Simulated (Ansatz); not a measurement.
Two structures of BHOF₂, singlet, reached by relaxing down either side of one saddle point (PBE0-D4/def2-TZVP). Energies are electronic, without zero-point energy. Computed with Ansatz 0.2.0 (basis: def2-TZVPP and def2-QZVPP); correlated methods freeze the cores. Extrapolation: Hartree–Fock as exp(−7.88 √X), correlation as X^−2.97. First:

B1  (0.144, -0.060, 0.351)
F2  (0.776, -1.186, 0.043)
O3  (-0.573, 0.631, -0.554)
H4  (-0.577, 0.228, -1.426)
F5  (0.230, 0.387, 1.587)
(Å)

Second:

```xyz
5
angstrom
B -0.1785 0.7792 1.0668
F 0.3684 -1.4973 -1.9642
O -0.1474 0.2280 -0.0062
H 0.1739 -0.8777 -1.2941
F -0.2163 1.3678 2.1977
```

**Question.** Which bonds change from the first to the second?

**Answer.** BHOF₂ ([OH][B]([F])[F]) → BOF + HF; bonds formed: F2–H4; bonds broken: B1–F2, O3–H4.

**Question.** Give the saddle point's structure and its height above each. (An estimate is asked for; the value comes from the calculation.)

**Answer.** The calculation gives: 2.888 eV above the first and 0.628 eV above the second (CCSD(T) at an estimated basis limit (MP2 extrapolated from triple and quadruple zeta, plus CCSD(T) − MP2 in triple zeta)).
```xyz
5
angstrom
B -0.0820 0.3211 0.4128
F 0.5283 -1.0367 -0.4580
O -0.6989 0.8272 -0.5543
H -0.0616 -0.3920 -1.0398
F 0.3142 0.2803 1.6393
```

No T1 diagnostic of these runs exceeds 0.016.

Labels in which every atom is bracketed show which atoms are joined, not bond orders.

For scale, one of the runs: CCSD(T)/def2-TZVPP, 138 basis functions, launched by `ansatz run in.yaml --threads 2 --pin off --events-out ev --progress --plain --max-ram 4352MiB`. The run took 23 s on 2 CPU threads of an Intel Xeon Platinum 8259CL (shared host), with 0.87 GiB of host memory at its peak.
